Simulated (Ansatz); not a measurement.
A run for Ansatz (a quantum-chemistry and plane-wave program): U-CCSD(T)/cc-pVDZ on GeH, 2S+1 = 2, a point of a bond scan (R = 2.811 Å). The run froze 14 orbitals, filled d shells among them.

Ansatz 0.2 input:
```yaml
crystal:
  periodic: [false, false, false]
  atoms:
    - {symbol: Ge, position_ang: [-0.00000000, -0.00000000, -0.04867720]}
    - {symbol: H, position_ang: [0.00000000, 0.00000000, 2.76243103]}
basis:
  gaussian:
    orbitals: cc-pVDZ
magnetization: {spin_polarized: true, initial_magnetization: 1}
correlation: {method: ccsd_t, electrons: outside_noble_gas}
scf: {omitted_lower_state_checks: [cluster_reference]}
```

The log:

```
WARN ansatz: RAYON_NUM_THREADS=2 ignored (pool sized by the plan → 2); use --threads N
Functional definition: HF
these checks for a lower state are left out or cut short: cluster_reference
integrals: 0.01 GiB planned
373 factors; integrals over basis functions are off by at most 9.8e-4 eV
mean field: 0.07 GiB planned
mean field evaluation 1: about -56482.9982 eV, gradient 8.0e0 eV
mean field evaluation 2: about -56482.9990 eV, gradient 8.0e0 eV
mean field evaluation 4: about -56484.1226 eV, gradient 8.3e-1 eV
mean field evaluation 8: about -56484.1299 eV, gradient 7.5e-2 eV
mean field evaluation 16: about -56485.2947 eV, gradient 5.8e-5 eV
mean field evaluation 32: about -56484.9706 eV, gradient 6.3e-2 eV
mean field evaluation 64: about -56485.1232 eV, gradient 4.1e-1 eV
mean field evaluation 96: about -56483.8083 eV, gradient 5.7e0 eV
mean field evaluation 128: about -56484.7516 eV, gradient 1.7e-2 eV
mean field evaluation 160: about -56485.2070 eV, gradient 1.7e0 eV
mean field -56485.29468366 eV, -2075.7962925167 hartree, gradient 1.6e-6 eV, S^2 1.593657; 14 other end points of the search recorded, 0 dependent functions left out
14 core orbitals not correlated
reference -56485.29468366 eV, -2075.7962925167 hartree; 3, 2 occupied and 15, 16 virtual orbitals, 373 factors
second order -1.17285755 eV of doubles, -0.00000000 eV of singles
coupled cluster: 0.05 GiB planned
cycle   1  -1.49475099 eV  change   -3.2e-1 eV  update   5.6e-2
cycle   2  -1.64948053 eV  change   -1.5e-1 eV  update   2.9e-2
cycle   3  -1.67892356 eV  change   -2.9e-2 eV  update   1.9e-2
cycle   4  -1.72147230 eV  change   -4.3e-2 eV  update   1.6e-2
cycle   5  -1.76443633 eV  change   -4.3e-2 eV  update   1.1e-2
cycle   6  -1.79016111 eV  change   -2.6e-2 eV  update   6.7e-3
cycle   7  -1.80325614 eV  change   -1.3e-2 eV  update   3.9e-3
cycle   8  -1.80820214 eV  change   -4.9e-3 eV  update   2.7e-3
cycle   9  -1.80912470 eV  change   -9.2e-4 eV  update   2.1e-3
cycle  10  -1.81221229 eV  change   -3.1e-3 eV  update   1.4e-3
cycle  11  -1.81257594 eV  change   -3.6e-4 eV  update   5.8e-4
cycle  12  -1.81229033 eV  change    2.9e-4 eV  update   2.3e-4
cycle  13  -1.81239232 eV  change   -1.0e-4 eV  update   9.2e-5
cycle  14  -1.81241525 eV  change   -2.3e-5 eV  update   3.5e-5
cycle  15  -1.81242853 eV  change   -1.3e-5 eV  update   1.3e-5
cycle  16  -1.81242073 eV  change    7.8e-6 eV  update   4.5e-6
cycle  17  -1.81241849 eV  change    2.2e-6 eV  update   2.1e-6
coupled cluster: 0.05 GiB planned
perturbative correction -0.06755228 eV, -0.0024825006 hartree
Total energy: -56487.17465444 eV, -2075.8653801685 hartree
Checks for a lower state left out: cluster_reference
```

The run converged. Its determinant has ⟨S²⟩ = 1.59, a mixture of spin states.

Cost: around 1.2 core-seconds (rough).
